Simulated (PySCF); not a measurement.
PySCF input for C2H6N2OSi, SMILES C[Si@@H](N)OC#N, TDA-M06-2X/def2-SVPD. Geometry: r2SCAN-D4/def2-SVP. The structure was generated by enumeration; whether it is a known compound was not checked. One conformer was computed; it need not be the lowest.

```python
import numpy as np
from pyscf import gto, scf, dft, tdscf

mol = gto.M(
    atom='''
    C    -1.27226386   -0.97426913   -0.97117407
    Si   -0.27267896    0.54038629   -0.59918075
    N    -1.23882046    1.91308124   -0.32409703
    O     0.61025915    0.16669021    0.86974684
    C     1.32835256   -0.88006525    1.02000012
    N     1.98388914   -1.83684567    1.17517503
    H    -2.03960608   -1.13492413   -0.19626587
    H    -0.63022509   -1.86946966   -0.99329903
    H    -1.77860455   -0.88714026   -1.94490256
    H     0.78152861    0.87548475   -1.58820662
    H    -2.10631265    1.86221875    0.20038083
    H    -0.84336112    2.84725793   -0.29765332
    ''',
    basis='def2-SVPD',
    charge=0,
    spin=0,
    max_memory=1600,
    verbose=4,
)
mf = dft.RKS(mol, xc='m06-2x').density_fit(auxbasis='def2-universal-jkfit')
mf.grids.level = 4
mf.conv_tol = 1e-9
mf.max_cycle = 100
mf.kernel()
mf.grids = dft.Grids(mol).set(level=2).build(with_non0tab=True)  # coarser grid for the response kernel
td = tdscf.TDA(mf)
td.singlet = True
td.nstates = 10
td.conv_tol = 1e-4
td.positive_eig_threshold = 1e-6
td.kernel(x0=td.get_init_guess(mf, 15))
td.analyze()
tt = tdscf.TDA(mf)
tt.singlet = False
tt.nstates = 4
tt.conv_tol = 1e-4
tt.positive_eig_threshold = 1e-6
tt.kernel(x0=tt.get_init_guess(mf, 9))
tt.analyze(verbose=3)
```

It prints:

```
PySCF version 2.14.0

[INPUT] verbose = 4
[INPUT] num. atoms = 12
[INPUT] num. electrons = 54
[INPUT] charge = 0
[INPUT] spin (= nelec alpha-beta = 2S) = 0
[INPUT] symmetry False subgroup None
[INPUT] Mole.unit = angstrom
[INPUT] Symbol           X                Y                Z      unit          X                Y                Z       unit  Magmom
[INPUT]  1 C     -1.272263860000  -0.974269130000  -0.971174070000 AA   -2.404230253582  -1.841101827318  -1.835253011579 Bohr   0.0
[INPUT]  2 Si    -0.272678960000   0.540386290000  -0.599180750000 AA   -0.515288554331   1.021182089570  -1.132287516611 Bohr   0.0
[INPUT]  3 N     -1.238820460000   1.913081240000  -0.324097030000 AA   -2.341031386908   3.615199597643  -0.612454624485 Bohr   0.0
[INPUT]  4 O      0.610259150000   0.166690210000   0.869746840000 AA    1.153222658510   0.314998844546   1.643583325306 Bohr   0.0
[INPUT]  5 C      1.328352560000  -0.880065250000   1.020000120000 AA    2.510222535265  -1.663082294247   1.927520873823 Bohr   0.0
[INPUT]  6 N      1.983889140000  -1.836845670000   1.175175030000 AA    3.749007136099  -3.471135249393   2.220758955128 Bohr   0.0
[INPUT]  7 H     -2.039606080000  -1.134924130000  -0.196265870000 AA   -3.854296893198  -2.144695777860  -0.370888741899 Bohr   0.0
[INPUT]  8 H     -0.630225090000  -1.869469660000  -0.993299030000 AA   -1.190952816929  -3.532785655584  -1.877063126496 Bohr   0.0
[INPUT]  9 H     -1.778604550000  -0.887140260000  -1.944902560000 AA   -3.361075483405  -1.676452125475  -3.675333177365 Bohr   0.0
[INPUT] 10 H      0.781528610000   0.875484750000  -1.588206620000 AA    1.476875031412   1.654426403733  -3.001275541021 Bohr   0.0
[INPUT] 11 H     -2.106312650000   1.862218750000   0.200380830000 AA   -3.980354041207   3.519083421530   0.378664889313 Bohr   0.0
[INPUT] 12 H     -0.843361120000   2.847257930000  -0.297653320000 AA   -1.593721540906   5.380537693696  -0.562483254868 Bohr   0.0

nuclear repulsion = 283.22936330474
number of shells = 75
number of NR pGTOs = 255
number of NR cGTOs = 175
basis = def2-SVPD
ecp = {}


******** <class 'pyscf.df.df_jk.DFRKS'> ********
method = DFRKS
initial guess = minao
damping factor = 0
level_shift factor = 0
DIIS = <class 'pyscf.scf.diis.CDIIS'>
diis_start_cycle = 1
diis_space = 8
diis_damp = 0
SCF conv_tol = 1e-09
SCF conv_tol_grad = None
SCF max_cycles = 100
direct_scf = False
XC library pyscf.dft.libxc version 7.1.2
    S. Lehtola, C. Steigemann, M. J. T. Oliveira, and M. A. L. Marques,  SoftwareX 7, 1–5 (2018)
XC functionals = m06-2x
    Y. Zhao and D. G. Truhlar,  Theor. Chem. Acc. 120, 215 (2008)
    Y. Zhao and D. G. Truhlar,  Theor. Chem. Acc. 120, 215 (2008)
radial grids:
    Treutler-Ahlrichs [JCP 102, 346 (1995); DOI:10.1063/1.469408] (M4) radial grids

becke partition: Becke, JCP 88, 2547 (1988); DOI:10.1063/1.454033
pruning grids: <function nwchem_prune>
grids dens level: 4
symmetrized grids: False
atomic radii adjust function: <function treutler_atomic_radii_adjust>
small_rho_cutoff = 0
Set gradient conv threshold to 3.16228e-05
Initial guess from minao.
tot grids = 264400
******** <class 'pyscf.df.df.DF'> ********
auxbasis = def2-universal-jkfit
init E= -554.349479014288
  HOMO = -0.33501899497627  LUMO = -0.00974473603517456  gap/eV = 8.85116
cycle= 1 E= -553.594511675572  delta_E= 0.755  |g|= 0.669  |ddm|=  4.6
  HOMO = -0.327311202770827  LUMO = 0.00791933991766403  gap/eV = 9.12209
cycle= 2 E= -553.509914514703  delta_E= 0.0846  |g|= 0.952  |ddm|= 2.06
  HOMO = -0.351426841474543  LUMO = 0.013228540580589  gap/eV = 9.92278
cycle= 3 E= -553.693402841821  delta_E= -0.183  |g|= 0.169  |ddm|= 1.17
  HOMO = -0.352448834154437  LUMO = 0.011938531762933  gap/eV = 9.91549
cycle= 4 E= -553.698643566472  delta_E= -0.00524  |g|= 0.0651  |ddm|= 0.202
  HOMO = -0.353901912622722  LUMO = 0.0139655394808873  gap/eV = 10.01018
cycle= 5 E= -553.699486337565  delta_E= -0.000843  |g|= 0.011  |ddm|= 0.0777
  HOMO = -0.354383011260945  LUMO = 0.0140082812961855  gap/eV = 10.02444
cycle= 6 E= -553.699513188367  delta_E= -2.69e-05  |g|= 0.00367  |ddm|= 0.022
  HOMO = -0.354315774245001  LUMO = 0.0139410108526947  gap/eV = 10.02078
cycle= 7 E= -553.699516749619  delta_E= -3.56e-06  |g|= 0.000884  |ddm|= 0.00611
  HOMO = -0.35432134300695  LUMO = 0.0139727899330833  gap/eV = 10.02179
cycle= 8 E= -553.69951693401  delta_E= -1.84e-07  |g|= 0.000369  |ddm|= 0.00194
  HOMO = -0.354309387749554  LUMO = 0.0139669817497552  gap/eV = 10.02131
cycle= 9 E= -553.699516965667  delta_E= -3.17e-08  |g|= 9.1e-05  |ddm|= 0.000557
  HOMO = -0.354316505967187  LUMO = 0.0139669051049474  gap/eV = 10.02150
cycle= 10 E= -553.69951696777  delta_E= -2.1e-09  |g|= 2.63e-05  |ddm|= 0.000204
  HOMO = -0.354316259907974  LUMO = 0.0139671231934315  gap/eV = 10.02150
cycle= 11 E= -553.699516967998  delta_E= -2.29e-10  |g|= 6.38e-06  |ddm|= 5.76e-05
  HOMO = -0.354316060116676  LUMO = 0.0139671074876708  gap/eV = 10.02150
Extra cycle  E= -553.699516968004  delta_E= -5.12e-12  |g|= 7.38e-06  |ddm|= 1.65e-05
converged SCF energy = -553.699516968004
tot grids = 99768
Overwritten attributes  positive_eig_threshold  of <class 'pyscf.tdscf.rks.TDA'>


******** <class 'pyscf.tdscf.rks.TDA'> for <class 'pyscf.df.df_jk.DFRKS'> ********
nstates = 10 singlet
deg_eia_thresh = 1.000e-03
wfnsym = None
conv_tol = 0.0001
eigh lindep = 1e-12
eigh level_shift = 0
eigh max_cycle = 100


Excitation energies (eV)
[7.17697748 7.33974401 7.44573128 7.77588492 8.15309507 8.20420829
 8.2744588  8.54859283 8.61745822 8.67753517]

** Singlet excitation energies and oscillator strengths **
Excited State   1:      7.17698 eV    172.75 nm  f=0.0004
      26 -> 35       -0.16039
      26 -> 39        0.12202
      26 -> 40       -0.10188
      27 -> 29       -0.16033
      27 -> 31        0.13925
      27 -> 32        0.26276
      27 -> 35        0.17392
      27 -> 36        0.26077
      27 -> 37        0.11052
      27 -> 38        0.31162
Excited State   2:      7.33974 eV    168.92 nm  f=0.0467
      25 -> 28       -0.48021
      25 -> 29        0.21180
      26 -> 28        0.37903
      26 -> 29       -0.14951
      27 -> 28        0.14974
Excited State   3:      7.44573 eV    166.52 nm  f=0.0106
      25 -> 28       -0.10571
      26 -> 28        0.10141
      27 -> 28       -0.39985
      27 -> 29       -0.33296
      27 -> 30       -0.39653
Excited State   4:      7.77588 eV    159.45 nm  f=0.0093
      25 -> 28       -0.22987
      25 -> 29       -0.14445
      25 -> 30       -0.16649
      26 -> 28       -0.34196
      26 -> 29       -0.35565
      26 -> 30       -0.33557
Excited State   5:      8.15310 eV    152.07 nm  f=0.0026
      25 -> 35        0.10490
      25 -> 36        0.11666
      26 -> 32        0.17249
      26 -> 35        0.21100
      26 -> 36        0.21506
      26 -> 38        0.14215
      26 -> 39       -0.10268
      27 -> 29       -0.17506
      27 -> 30        0.15417
      27 -> 31        0.12596
      27 -> 33        0.16483
      27 -> 35       -0.22425
      27 -> 38        0.12185
      27 -> 39        0.16515
      27 -> 40       -0.15182
      27 -> 42        0.10192
Excited State   6:      8.20421 eV    151.12 nm  f=0.0003
      25 -> 35       -0.10407
      26 -> 30        0.15121
      26 -> 31        0.12104
      26 -> 33        0.15417
      26 -> 35       -0.17443
      26 -> 37        0.10618
      26 -> 38        0.15461
      26 -> 39        0.14608
      26 -> 40       -0.13472
      27 -> 28       -0.26354
      27 -> 29        0.26089
      27 -> 32       -0.12109
      27 -> 35       -0.18419
      27 -> 39        0.10789
Excited State   7:      8.27446 eV    149.84 nm  f=0.0046
      24 -> 28       -0.11668
      26 -> 35        0.13747
      26 -> 39       -0.11229
      27 -> 28       -0.42711
      27 -> 29        0.23837
      27 -> 30        0.24337
      27 -> 36        0.15705
      27 -> 38        0.10352
Excited State   8:      8.54859 eV    145.03 nm  f=0.0120
      25 -> 29       -0.29177
      25 -> 30        0.21084
      25 -> 31       -0.16113
      25 -> 32        0.17597
      26 -> 29        0.24135
      26 -> 30       -0.25067
      26 -> 31        0.14607
      27 -> 29        0.20374
      27 -> 30       -0.19242
Excited State   9:      8.61746 eV    143.88 nm  f=0.0262
      24 -> 30        0.14275
      25 -> 30        0.14485
      25 -> 31       -0.25476
      25 -> 34        0.11574
      26 -> 28       -0.13950
      26 -> 29        0.11805
      26 -> 31        0.18124
      26 -> 32       -0.11773
      26 -> 35       -0.13534
      27 -> 29       -0.26924
      27 -> 30        0.31306
      27 -> 38       -0.10759
Excited State  10:      8.67754 eV    142.88 nm  f=0.0075
      25 -> 28       -0.29889
      25 -> 29       -0.18921
      25 -> 31        0.25318
      25 -> 35       -0.15194
      25 -> 37        0.11852
      26 -> 29        0.33325
      26 -> 31       -0.17969
      26 -> 34        0.10187
      27 -> 30        0.13535

** Transition electric dipole moments (AU) **
state          X           Y           Z        Dip. S.      Osc.
  1         0.0299      0.0114     -0.0330      0.0021      0.0004
  2         0.1947     -0.0321      0.4699      0.2597      0.0467
  3         0.2223      0.0907     -0.0145      0.0579      0.0106
  4        -0.0128      0.0476      0.2153      0.0488      0.0093
  5        -0.0671     -0.0343     -0.0869      0.0132      0.0026
  6        -0.0105      0.0364     -0.0130      0.0016      0.0003
  7        -0.0598      0.0702     -0.1197      0.0228      0.0046
  8         0.0163      0.2056      0.1207      0.0571      0.0120
  9        -0.2989     -0.1433     -0.1189      0.1240      0.0262
 10         0.0184     -0.1809     -0.0458      0.0352      0.0075

** Transition velocity dipole moments (imaginary part, AU) **
state          X           Y           Z        Dip. S.      Osc.
  1         0.0083      0.0002     -0.0090      0.0001      0.0004
  2         0.0722     -0.0136      0.1324      0.0229      0.0567
  3         0.0376     -0.0029      0.0088      0.0015      0.0037
  4        -0.0018     -0.0097      0.0361      0.0014      0.0033
  5        -0.0100     -0.0064     -0.0204      0.0006      0.0012
  6        -0.0140      0.0125      0.0021      0.0004      0.0008
  7        -0.0125      0.0190     -0.0358      0.0018      0.0039
  8         0.0156      0.0649      0.0276      0.0052      0.0111
  9        -0.0732     -0.0457     -0.0392      0.0090      0.0189
 10         0.0047     -0.0485     -0.0285      0.0032      0.0067

** Transition magnetic dipole moments (imaginary part, AU) **
state          X           Y           Z
  1         0.0652     -0.0105     -0.0943
  2        -0.7817     -0.4545      0.4628
  3        -0.3107     -0.1185     -0.5487
  4         0.5501      0.3715     -0.3098
  5         0.2776     -0.0787      0.0248
  6        -0.2668      0.2042     -0.1208
  7        -0.0222     -0.0080     -0.3265
  8        -0.4581      0.0572      0.0804
  9         0.4631     -0.5779     -0.1966
 10        -0.0013     -0.0287      0.0800


******** <class 'pyscf.tdscf.rks.TDA'> for <class 'pyscf.df.df_jk.DFRKS'> ********
nstates = 4 triplet
deg_eia_thresh = 1.000e-03
wfnsym = None
conv_tol = 0.0001
eigh lindep = 1e-12
eigh level_shift = 0
eigh max_cycle = 100


Excitation energies (eV)
[6.6161899  7.02487831 7.051267   7.16601647]

** Triplet excitation energies and oscillator strengths **
Excited State   1:      6.61619 eV    187.40 nm  f=0.0000
Excited State   2:      7.02488 eV    176.49 nm  f=0.0000
Excited State   3:      7.05127 eV    175.83 nm  f=0.0000
Excited State   4:      7.16602 eV    173.02 nm  f=0.0000
```

The calculation finished and met its thresholds.
